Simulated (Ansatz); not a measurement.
Reaction (isomerisation): `C[O][InH][Cl]` → `[CH3][In]([OH])[Cl]`

Gas-phase electronic energies from Ansatz, PBE0-D4/def2-TZVP geometries. CCSD(T)/CBS is the MP2 limit (def2-TZVPP, def2-QZVPP) plus CCSD(T) − MP2 in def2-TZVPP, frozen cores. Functionals use def2-TZVPP. Elements past krypton have def2 core potentials. For In outer-core shells are correlated without core-valence functions, which leaves a few kJ/mol of doubt a bond. Each species was taken in one conformer, which may not be the lowest.

`C[O][InH][Cl]`:

Z-matrix (Å, degrees):
```
C
O 1 1.406
H 1 1.097 2 113.5
H 1 1.096 2 109.7 3 120.8
H 1 1.096 2 109.7 3 -120.8
In 2 1.962 1 124.2 3 -0.0
Cl 6 2.332 2 110.2 1 0.0
H 6 1.688 2 125.6 1 -180.0
```

`[CH3][In]([OH])[Cl]`:

```xyz
8

C    -0.489   -1.107   -0.638
In    0.010    0.542    0.616
O     1.406    1.925    0.390
Cl   -1.125    0.978    2.601
H     0.404   -1.696   -0.844
H    -1.233   -1.723   -0.135
H    -0.896   -0.735   -1.578
H     1.923    1.816   -0.412
```

| species | r2SCAN-D4 energy (Eh) |
| --- | --- |
| `C[O][InH][Cl]` | -766.15879 |
| `[CH3][In]([OH])[Cl]` | -766.18996 |

Question: Work out ΔE.

Answer: ΔE = (-766.18996) − (-766.15879) = -0.03117 Eh = -81.8 kJ/mol. CCSD(T)/CBS gives -90.2 kJ/mol.

Largest T1 diagnostic among the species: 0.016.

Leaving LDA and LC-ωPBE aside and taking each functional with its dispersion term where it has one, the values, not all of them listed here, spread over 15.3 kJ/mol, from PBE-QIDH to B97M-V. LDA lies +8.5 kJ/mol from PBE without D4. At CCSD(T), def2-SVP lies +25.3 kJ/mol from the extrapolated value and def2-TZVPP +3.4 kJ/mol. In def2-TZVPP, CCSD(T) changes the Hartree–Fock value by −16.7 kJ/mol (the triples alone add −1.4 kJ/mol) and MP2 by −27.7 kJ/mol.
